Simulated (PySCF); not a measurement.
## Steps of a relaxation of [Bi(mal)]2+

[Bi(mal)]2+ (singlet). PySCF 2.14.0, RKS PBE0, Bi def2-SVP with ECP60, O def2-SVP, C def2-SVP, H def2-SVP; non-relativistic Hamiltonian with scalar-relativistic core potentials where named; density fitting; no spin-orbit coupling. Origin of the start: template. Columns: position (Å) and force (eV/Å). Energies are counted from the last step; some of the 6 steps are shown. Forces carry noise of the integration grid, about 0.01 to 0.03 eV/Å.

Run from Python with OMP_NUM_THREADS=2. Where DIIS fails, smearing, a level shift and second-order steps follow.
It took 27 s on 2 threads of Intel(R) Xeon(R) Platinum 8488C (Sapphire Rapids) (shared host), from the converged density of the start.

```xyz
9
step 0  E = 0.578 eV
Bi    0.0000    0.0000   -0.6773     0.00    0.00    3.73
O     1.4000    0.0000    1.1475    -0.46    0.00   -2.10
O    -1.4000    0.0000    1.1475     0.46    0.00   -2.10
C     1.2400    0.0000    2.4075    -0.22    0.00    0.29
C    -1.2400    0.0000    2.4075     0.22    0.00    0.29
C     0.0000    0.0000    3.0675     0.00    0.00   -0.35
H     2.1700    0.0000    3.0075     0.03    0.00   -0.15
H    -2.1700    0.0000    3.0075    -0.03    0.00   -0.15
H     0.0000    0.0000    4.1475     0.00    0.00    0.55
```

```xyz
9
step 2  E = 0.049 eV
Bi    0.0000    0.0000   -0.4150     0.00    0.00   -1.56
O     1.3845    0.0000    1.1002     0.55    0.00    0.62
O    -1.3845    0.0000    1.1002    -0.55    0.00    0.62
C     1.2290    0.0000    2.3885     0.24    0.00    0.19
C    -1.2290    0.0000    2.3885    -0.24    0.00    0.19
C     0.0000    0.0000    3.0480     0.00    0.00    0.12
H     2.1773    0.0000    2.9532    -0.03    0.00   -0.04
H    -2.1773    0.0000    2.9532     0.03    0.00   -0.04
H     0.0000    0.0000    4.1459     0.00    0.00   -0.11
```

```xyz
9
step 3  E = 0.001 eV
Bi    0.0000    0.0000   -0.4690     0.00    0.00    0.24
O     1.4003    0.0000    1.1098    -0.05    0.00   -0.14
O    -1.4003    0.0000    1.1098     0.05    0.00   -0.14
C     1.2363    0.0000    2.3941    -0.05    0.00    0.05
C    -1.2363    0.0000    2.3941     0.05    0.00    0.05
C     0.0000    0.0000    3.0509     0.00    0.00   -0.04
H     2.1807    0.0000    2.9635     0.00    0.00    0.00
H    -2.1807    0.0000    2.9635     0.00    0.00    0.00
H     0.0000    0.0000    4.1461     0.00    0.00   -0.01
```

Where does the relaxation end?

It converges at step 5 in C2v:
```xyz
9
step 5  E = 0
Bi    0.0000    0.0000   -0.4595
O     1.4005    0.0000    1.1082
O    -1.4005    0.0000    1.1082
C     1.2358    0.0000    2.3938
C    -1.2358    0.0000    2.3938
C     0.0000    0.0000    3.0490
H     2.1806    0.0000    2.9626
H    -2.1806    0.0000    2.9626
H     0.0000    0.0000    4.1440
```

How did the contacts change?


```json
{"contact": "Bi1–O2 (mal)", "start (Å)": "2.300", "end (Å)": "2.102"}
```
